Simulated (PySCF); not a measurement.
# Substituent effects on chemical shifts

Parent skeleton `[OH:1][SiH3:2]`; one hydrogen on atom 2 is replaced by X. Hydrogens on one atom are averaged.

Computational details: geometry from PBE0-D3(BJ)/def2-SVP, GIAO PBE0/pcSseg-1 shieldings, in PySCF 2.14.0 with density-fitted response routines (in vacuum, one conformer, no relativistic terms, equivalent nuclei averaged).

δ = σ(ref) − σ, references computed at the same level: ¹⁷O (σ = 334.56 ppm) against H2O; ²⁹Si (σ = 351.99 ppm) and ¹H (σ = 31.27 ppm) vs TMS.

Parent (X = H): O1 -1.0, Si2 -32.5, H(Si2) 4.94 ppm. Effects are Δδ = δ(X) − δ(H), positive for deshielding.

(1) Give Δδ (ppm) for X = CN, CH3, CH2NH2, CHF2, CH2Cl.

(2) Which position responds most, and to which substituents?

Results:

(1) 
```tsv
X	SMILES	O1	Si2	H(Si2)
CN	N#C[SiH2]O	+18.7	-20.0	-0.09
CH3	C[SiH2]O	+22.8	+22.6	+0.00
CH2NH2	NC[SiH2]O	+8.3	+12.3	-0.13
CHF2	O[SiH2]C(F)F	-1.6	+8.2	-0.08
CH2Cl	O[SiH2]CCl	+12.1	+12.7	-0.11
```

(2) Si2: from -20.0 ppm with CN to +22.6 ppm with CH3.

Experimental scales use liquid or dissolved standards, which lie at an offset from isolated H2O (liquid H2O: subtract about 36 ppm).
